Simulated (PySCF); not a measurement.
Compound: phenyl(2-thienyl)phosphine oxide, C10H9OPS.
Cartesian coordinates in Å at the PBE0-D3(BJ)/def2-SVP level; atoms count from 1:
```
atom  x, y, z in Å
O1     0.4565    1.1627   -2.4672
P2     0.2518    0.0003   -1.5479
C3    -1.2406    0.1220   -0.5273
C4    -1.7064   -0.9349    0.2611
C5    -2.8540   -0.7693    1.0316
C6    -3.5382    0.4474    1.0097
C7    -3.0786    1.4973    0.2160
C8    -1.9291    1.3370   -0.5556
C9     1.6434   -0.2205   -0.4244
C10    2.7340    0.6183   -0.4302
C11    3.7098    0.2527    0.5357
C12    3.3434   -0.8565    1.2533
S13    1.8135   -1.4592    0.7641
H14    0.1158   -1.2863   -2.1522
H15   -1.1776   -1.8931    0.2778
H16   -3.2198   -1.5927    1.6496
H17   -4.4401    0.5743    1.6136
H18   -3.6201    2.4460    0.1954
H19   -1.5513    2.1393   -1.1949
H20    2.8045    1.4599   -1.1212
H21    4.6472    0.7875    0.6945
H22    3.8936   -1.3536    2.0519
```

NICS = −σ at a ghost point: NICS(0) at the centroid of the ring atoms, NICS(1) 1 Å to either side along the normal of their mean plane, zz for the tensor component along that normal. Level: GIAO PBE0/pcSseg-1 (PySCF, non-relativistic, gas phase) on the PBE0-D3(BJ)/def2-SVP geometry, one conformer.

Ring bond lengths (Å), with Mayer bond orders in brackets: C3–C4 1.398 (1.36), C4–C5 1.392 (1.46), C5–C6 1.396 (1.42), C6–C7 1.394 (1.43), C7–C8 1.394 (1.42), C8–C3 1.397 (1.44); C9–C10 1.376 (1.57), C10–C11 1.421 (1.27), C11–C12 1.371 (1.57), C12–S13 1.716 (1.19), S13–C9 1.725 (1.12).

Task: What do the NICS probes read (ppm)?

Result: 
```csv
ring,type,NICS(0),"NICS(1), two faces","NICS(1)zz, two faces",rms pucker (Å),"centre to ring atoms, mean (Å)"
C3–C4–C5–C6–C7–C8,6-membered carbocycle; formal bonds all aromatic,-8.4,-11.4 / -11.4,-28.7 / -27.7,0.00,1.40
C9–C10–C11–C12–S13,5-membered ring with S; formal bonds all aromatic,-12.4,-11.4 / -11.7,-26.9 / -26.3,0.00,1.29
```

Task: What do they say, and how far can they be read as aromaticity?

Result: 
- C3–C4–C5–C6–C7–C8: mean NICS(1)zz -28.2 ppm, shielded, aromatic by this magnetic criterion (flat ring, no four-coordinate atom).
- C9–C10–C11–C12–S13: mean NICS(1)zz -26.6 ppm, shielded, aromatic by this magnetic criterion (flat ring, no four-coordinate atom).

Task: And the bond-length index? HOMA = 1 − mean of α(R − Ropt)² over the ring bonds, with Krygowski's 1993 parameters (CC: Ropt 1.388 Å, α 257.7 Å⁻²; CS: Ropt 1.677 Å, α 94.09 Å⁻²).

Result: 
- C3–C4–C5–C6–C7–C8: HOMA 0.99 = 1 − EN − GEO, with mean bond length 1.395 Å, EN = α(Ropt − mean)² = 0.013 and GEO = α × variance = 0.001. The geometric and the magnetic index point the same way.
- C9–C10–C11–C12–S13: HOMA 0.85; the largest term is that of C10–C11, α(R − Ropt)² = 0.28. The geometric and the magnetic index point the same way.

Task: Give the inner angles of the rings and the Hirshfeld charges of the ring atoms.

Result: 
- C3–C4–C5–C6–C7–C8: C3 120.3° (-0.063 e), C4 119.8° (-0.049 e), C5 119.9° (-0.044 e), C6 120.2° (-0.038 e), C7 120.0° (-0.041 e), C8 119.7° (-0.036 e); sum 720.0° against 720° for a flat convex ring.
- C9–C10–C11–C12–S13: C9 111.3° (-0.099 e), C10 112.6° (-0.053 e), C11 112.4° (-0.067 e), C12 111.9° (-0.073 e), S13 91.8° (+0.114 e); sum 540.0° against 540° for a flat convex ring.

Task: What are the shieldings of the ring atoms and their hydrogens in the same run (means over atoms taken as equivalent)?

Result: 
| atoms | environment | σ isotropic (ppm) | principal values of the symmetric part, first atom (ppm) |
| --- | --- | --- | --- |
| C3 | substituted aromatic carbon | 44.8 | -44.3, 15.5, 163.2 |
| C4 (×2) | aromatic CH carbon | 48.9 | -56.3, 32.3, 178.3 |
| C5 (×2) | aromatic CH carbon | 50.4 | -60.1, 36.0, 176.5 |
| C6 | aromatic CH carbon | 47.1 | -64.0, 30.3, 174.9 |
| C9 | substituted aromatic carbon | 42.7 | -29.8, 33.8, 124.1 |
| C10 | aromatic CH carbon | 41.3 | -47.0, 18.3, 152.6 |
| C11 | aromatic CH carbon | 52.4 | -29.4, 36.0, 150.6 |
| C12 | aromatic CH next to a ring sulfur | 43.5 | -50.9, 43.1, 138.2 |
| S13 | thiophene-type sulfur | 278.4 | 143.0, 278.7, 413.4 |
| H15 (×2) | aromatic hydrogen | 23.20 | 19.3, 22.5, 28.8 |
| H16 (×2) | aromatic hydrogen | 23.65 | 20.0, 24.0, 27.0 |
| H17 | aromatic hydrogen | 23.68 | 20.2, 24.5, 26.4 |
| H20 | aromatic hydrogen | 23.20 | 19.0, 22.8, 27.8 |
| H21 | aromatic hydrogen | 24.06 | 20.6, 24.4, 27.1 |

The list is cut; further classes of hydrogen are left out.

Task: How do the values depend on the level or the medium?

Result: 
| level | NICS(0), C3–C4–C5–C6–C7–C8 | mean NICS(1)zz, C3–C4–C5–C6–C7–C8 | NICS(0), C9–C10–C11–C12–S13 | mean NICS(1)zz, C9–C10–C11–C12–S13 |
| --- | --- | --- | --- | --- |
| PBE0/pcSseg-1, gas | -8.4 | -28.2 | -12.4 | -26.6 |
| wB97X-D/pcSseg-1, gas | -8.4 | -28.4 | -12.0 | -26.3 |

The geometry is the same throughout.

The run took 79 s on Arm Neoverse V1, one thread, no GPU, shared host, and the process peaked at 1.5 GiB of memory. This is the whole shielding run at PBE0/pcSseg-1, SCF included.
